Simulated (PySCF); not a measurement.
Isomers of C6H13BO2 and their computed core-level spectra.

Method: delta-SCF UKS SCAN, pcX-2 on the ionised atom, pcseg-1 elsewhere, spin-free X2C in PySCF 2.14.0. Geometries: PBE0-D3(BJ)/def2-SVP; isolated species, one conformer each.

Line lists (1s up to Mg, 2p3/2 beyond; areas count atoms within a level, one atom standing for each set equivalent by bonding):
1. B 1s: 196.92 eV; C 1s: 289.50 (area 1), 289.98 (area 2), 290.03 (area 2), 290.07 (area 1) eV; O 1s: 539.08 eV
2. B 1s: 196.89 eV; C 1s: 289.60 (area 1), 289.72 (area 1), 289.90 (area 1), 290.17 (area 1), 290.32 (area 1), 290.44 (area 1) eV; O 1s: 538.78 eV
3. B 1s: 196.23 eV; C 1s: 289.36 (area 1), 290.07 (area 1), 290.50 (area 1), 290.58 (area 1), 291.96 (area 2) eV; O 1s: 537.95 eV
4. B 1s: 196.73 eV; C 1s: 290.05 (area 1), 290.37 (area 1), 290.50 (area 2), 292.25 (area 1), 292.39 (area 1) eV; O 1s: 537.93 (area 1), 538.35 (area 1) eV

Structures:
A. `C=CC(C)(C)OBOC`
B. `CC/C=C/B(OC)OC`
C. `C(C(C)=C(C)C)B(O)O`
D. `OB(O)C1CCCCC1`

Task: Match each list to its structure.

Result: 
- 1 = D: no other candidate has these counts of sites. B 1s: 196.92 three-coordinate boron; C 1s: 289.50 sp3 carbon bound to boron, 289.98 ring CH2 carbon (×2), 290.03 ring CH2 carbon (×2), 290.07 ring CH2 carbon; O 1s: 539.08 boron-bound oxygen (×2).
- 2 = C: no other candidate has these counts of sites. B 1s: 196.89 three-coordinate boron; C 1s: 289.60 fully substituted alkene carbon, 289.72 fully substituted alkene carbon, 289.90 sp3 carbon bound to boron, 290.17 allylic carbon, 290.32 allylic carbon, 290.44 allylic carbon; O 1s: 538.78 boron-bound oxygen (×2).
- 3 = B: no other candidate has these counts of sites. B 1s: 196.23 three-coordinate boron; C 1s: 289.36 alkene CH carbon, 290.07 alkene CH carbon, 290.50 methyl carbon, 290.58 allylic carbon, 291.96 methoxy carbon (×2); O 1s: 537.95 boron-bound oxygen (×2).
- 4 = A: no other candidate has these counts of sites. B 1s: 196.73 three-coordinate boron; C 1s: 290.05 terminal =CH2 carbon, 290.37 alkene CH carbon, 290.50 methyl carbon (×2), 292.25 sp3 carbon bound to oxygen, 292.39 methoxy carbon; O 1s: 537.93 boron-bound oxygen, 538.35 boron-bound oxygen.
